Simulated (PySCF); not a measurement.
Stretching Br₂⁻

Set-up: Br def2-TZVPPD; no relativity (PySCF 2.14). Energies in eV from Br + Br⁻ in their ground configurations at the same level. State: doublet, unpaired electrons σ ↑.

| R (Å) | PBEsol | BHandHLYP | UHF-SCS-MP2 | PBE0 |
| --- | --- | --- | --- | --- |
| 2.492 | -1.451 | -0.786 | -0.778 | -1.103 |
| 2.608 | -1.654 | -1.035 | -1.003 | -1.324 |
| 2.724 | -1.757 | -1.169 | -1.113 | -1.438 |
| 2.811 | -1.790 | -1.217 | -1.142 | -1.476 |
| 2.898 | -1.795 | -1.232 | -1.139 | -1.484 |
| 2.985 | -1.781 | -1.223 | -1.113 | -1.471 |
| 3.101 | -1.744 | -1.187 | -1.053 | -1.432 |
| 3.246 | -1.682 | -1.119 | -0.958 | -1.365 |
| 3.420 | -1.601 | -1.024 | -0.831 | -1.276 |
| 3.651 | -1.501 | -0.897 | -0.665 | -1.162 |

Question: Put a parabola through the three lowest points of the PBEsol curve and estimate Re, k and ωe (reduced mass 39.46 u; 1 eV/Å² = 0.16022 mdyn/Å; ωe = 1302.8·√(k/μ) cm⁻¹).

Answer: Through R = 2.811, 2.898, 2.985 Å the second-order coefficient is 1.26 eV/Å², so Re ≈ 2.877 Å, k ≈ 0.402 mdyn/Å and ωe ≈ 132 cm⁻¹. A polynomial fit of higher order to the unrounded PBEsol energies gives Re = 2.875 Å, k = 0.439 mdyn/Å, ωe = 137 cm⁻¹; anharmonicity and rounding make the difference.

The higher-order fit for each curve: PBEsol: Re = 2.875 Å, ωe = 137 cm⁻¹, De = 1.80 eV; BHandHLYP: Re = 2.905 Å, ωe = 144 cm⁻¹, De = 1.23 eV; UHF-SCS-MP2: Re = 2.844 Å, ωe = 161 cm⁻¹, De = 1.14 eV; PBE0: Re = 2.883 Å, ωe = 142 cm⁻¹, De = 1.48 eV.

Correlated steps freeze 18 core orbitals. Spin–orbit coupling is left out. The state is the lowest determinant that a PBE0 search found; another state may lie lower at other levels.
